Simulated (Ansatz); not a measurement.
Geometry optimisation, RKS r2SCAN-D4/def2-SVP in Ansatz.

Input:

```yaml
crystal:
  periodic: [false, false, false]
  atoms:
    - { symbol: Zr, position_ang: [0.0, 0.0, 0.0] }
    - { symbol: Cl, position_ang: [0.0, 0.0, 2.87] }
    - { symbol: F, position_ang: [1.8671, 0.0, -0.6593] }
    - { symbol: Cl, position_ang: [-1.1869, 2.0563, -0.8392] }
    - { symbol: F, position_ang: [-0.9326, -1.6157, -0.6593] }
    - { symbol: H, position_ang: [0.806, 1.8744, 0.6779] }
    - { symbol: H, position_ang: [0.669, 1.5558, 1.7104] }
basis:
  gaussian: { orbitals: def2-SVP }
hamiltonian:
  xc: r2scan
  dispersion: d4
relax:
  f_tol: 0.15
  max_steps: 25
  restrain:
    - { distance: [0, 5], at: 3.05, k: 30.0 }
    - { distance: [6, 1], at: 2.57, k: 30.0 }
    - { distance: [0, 1], at: 2.52, k: 30.0 }
    - { distance: [6, 5], at: 0.66, k: 30.0 }
```

Launched with:

```bash
$ ansatz run input.yaml --threads 4 --pin off --max-ram 5120MiB --backend cpu --events-out ev --progress --plain --runs-dir out
```

Problem. Where does it end, and by what steps?

Solution. The run converged. The restraints hold the end off the free minimum; the threshold counts their pulls, which the force column leaves out. Restrained pairs: Zr1–H6 (2.15 → 3.05 Å), Cl2–H7 (2.05 → 2.58 Å), Zr1–Cl2 (2.87 → 2.47 Å), H6–H7 (1.09 → 0.72 Å). After 6 steps the energy has fallen by 2.336 eV (the restraints' own energy left out); H6 moved furthest, 0.80 Å.

```
step  energy less start (eV)  largest force component (eV/Å)  accepted
   0                  0.0000                           3.377       yes
   1                 -0.7649                           3.315       yes
   2                 -1.1666                           4.858       yes
   3                 -1.8507                           3.461       yes
   4                 -2.3087                           1.407       yes
   5                 -2.3351                           1.369       yes
   6                 -2.3359                           1.421       yes
```

```xyz
7
Properties=species:S:1:pos:R:3
Zr -0.120 -0.108 0.018
Cl -0.197 -0.219 2.487
F 1.650 -0.088 -0.632
Cl -1.352 1.656 -0.905
F -0.913 -1.687 -0.642
H 1.190 2.401 1.147
H 0.965 1.915 1.628
```

Run time: 18 s on 4 threads of AMD EPYC 7R32 (Zen 2), with other jobs on the host, peak memory 0.21 GiB.
